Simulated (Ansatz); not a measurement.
Species: C₂H₅Cl₂Si, net charge 0, doublet state. It need not be the lowest isomer of its formula. 
Geometry from a B3LYP-D3(BJ)/def2-TZVP (Ansatz, a program for electronic structure) optimisation:
```
Si
C 1 1.8263
H 2 1.0834 1 122.24
H 2 1.0841 3 115.49 1 179.86
C 1 1.8525 2 113.67 3 -179.14
H 5 1.0902 1 110.54 2 -179.93
H 5 1.0916 6 108.50 1 121.01
H 5 1.0917 6 108.48 7 118.01
Cl 1 2.0699 2 108.78 3 -57.15
Cl 1 2.0701 2 108.81 3 58.93
```
Charge 0, spin multiplicity 2.

Basis-set convergence of Hartree-Fock and CCSD(T) correlation energies (hartree) with Ansatz. Cores are frozen in the correlated levels unless marked. Open shells are spin-unrestricted. Spin-orbit coupling is left out. No relativistic terms.

| basis | functions | E(HF) | E(corr, CCSD(T)) |
|---|---|---|---|
| cc-pV(D+d)Z | 122 | -1286.69210 | -0.70662 |
| cc-pV(T+d)Z | 247 | [?] | [?] |

**Question.** Some entries are withheld; supply them.

**Answer.** 
- cc-pV(T+d)Z, E(HF): -1286.76360
- cc-pV(T+d)Z, E(corr, CCSD(T)): -0.91233
